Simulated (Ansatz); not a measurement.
One change: `C[As](C)[SiH3]` becomes `B[As](C)[SiH3]`.

Ansatz, PBE0-D4/def2-TZVP geometries, multiplicity 1. 

Scalar relativity is left out up to krypton.

```tsv
property	`C[As](C)[SiH3]`
LUMO energy (PBE/def2-TZVPP) / eV	-0.54
size of the dipole moment (ωB97M-V/def2-TZVPP) / D	1.03
HOMO–LUMO gap (PBE/def2-TZVPP) / eV	5.09
HOMO energy (PBE/def2-TZVPP) / eV	-5.62
LUMO energy (ωB97M-V/def2-TZVPP) / eV	1.88
HOMO energy (PBE0/def2-TZVPP) / eV	-6.65
```

Task: Give the same properties after the change, and the shifts. (Estimate.)

Result: Ansatz gave: 
```
                                          property  `B[As](C)[SiH3]`  shift
                 LUMO energy (PBE/def2-TZVPP) / eV             -1.33  -0.79
size of the dipole moment (ωB97M-V/def2-TZVPP) / D              2.05   1.02
               HOMO–LUMO gap (PBE/def2-TZVPP) / eV              4.76  -0.33
                 HOMO energy (PBE/def2-TZVPP) / eV             -6.08  -0.46
             LUMO energy (ωB97M-V/def2-TZVPP) / eV              1.19  -0.69
                HOMO energy (PBE0/def2-TZVPP) / eV             -7.08  -0.43
```

With PBE0 the HOMO falls by 0.43 eV and the LUMO falls by 0.78 eV, so the gap narrows by about 0.35 eV. PBE moves the HOMO by -0.46 eV and ωB97M-V by -0.37 eV. Dipoles are sizes alone; their direction can turn.
